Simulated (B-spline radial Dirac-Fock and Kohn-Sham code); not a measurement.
## Magnetic form factor of the 4f shell of Ta²¹⁺

System: the Ta²¹⁺ ion in the configuration [Kr] 4d10 4f6.

Input file task.json (cfg lists n, l and occupation; rrms is the nuclear radius in fm):

```json
{"items": [{
  "Z": 73,
  "q": 21,
  "cfg": [[1, 0, 2], [2, 0, 2], [2, 1, 6], [3, 0, 2], [3, 1, 6], [3, 2, 10], [4, 0, 2], [4, 1, 6], [4, 2, 10], [4, 3, 6]],
  "A": 181,
  "rrms": 5.3507,
  "do": ["scatter"],
  "s": [0.0, 0.05, 0.1, 0.15, 0.2, 0.25, 0.3, 0.35, 0.4, 0.45, 0.5, 0.6, 0.7, 0.8, 0.9, 1.0, 1.1, 1.2, 1.4, 1.6, 1.8, 2.0, 2.5, 3.0, 3.5, 4.0, 5.0, 6.0],
  "pz": [0, 0.1, 0.2, 0.3, 0.4, 0.5, 0.6, 0.8, 1.0, 1.2, 1.4, 1.6, 1.8, 2.0, 2.5, 3.0, 4.0, 5.0, 7.0, 10.0, 15.0, 20.0, 30.0, 40.0, 60.0, 100.0],
  "hv_scatter": [2000, 5000, 17479.3, 20000, 30000, 50000, 100000, 200000]
}]}
```

Command: `python xray_run.py task.json out`

The computed values come from a radial finite-basis atomic code: Dirac-Fock orbitals of the configuration average with a finite nucleus. ⟨j_K⟩ is the integral of the 4f radial density with the spherical Bessel function j_K(4πsr), s = sin θ/λ.

```tsv
s (Å⁻¹)	⟨j0⟩	⟨j2⟩	⟨j4⟩	⟨j6⟩
0	1.0000	0.0000	0.0000	0.0000
0.05	0.9949	0.0020	0.0000	0.0000
0.1	0.9797	0.0081	0.0000	0.0000
0.15	0.9549	0.0179	0.0001	0.0000
0.2	0.9212	0.0309	0.0004	0.0000
0.25	0.8797	0.0468	0.0010	0.0000
0.3	0.8316	0.0647	0.0019	0.0000
0.35	0.7780	0.0840	0.0034	0.0001
0.4	0.7206	0.1039	0.0056	0.0002
0.45	0.6605	0.1238	0.0084	0.0004
0.5	0.5992	0.1430	0.0120	0.0007
0.6	0.4777	0.1770	0.0215	0.0017
0.7	0.3642	0.2025	0.0336	0.0036
0.8	0.2642	0.2180	0.0475	0.0066
0.9	0.1805	0.2235	0.0621	0.0108
1	0.1136	0.2200	0.0760	0.0161
1.1	0.0625	0.2095	0.0884	0.0224
1.2	0.0253	0.1940	0.0984	0.0292
1.4	-0.0174	0.1554	0.1101	0.0433
1.6	-0.0325	0.1161	0.1113	0.0554
```

Radial moments of the shell: ⟨r²⟩ = 0.2785, ⟨r⁴⟩ = 0.1320, ⟨r⁶⟩ = 0.09599 in powers of bohr.
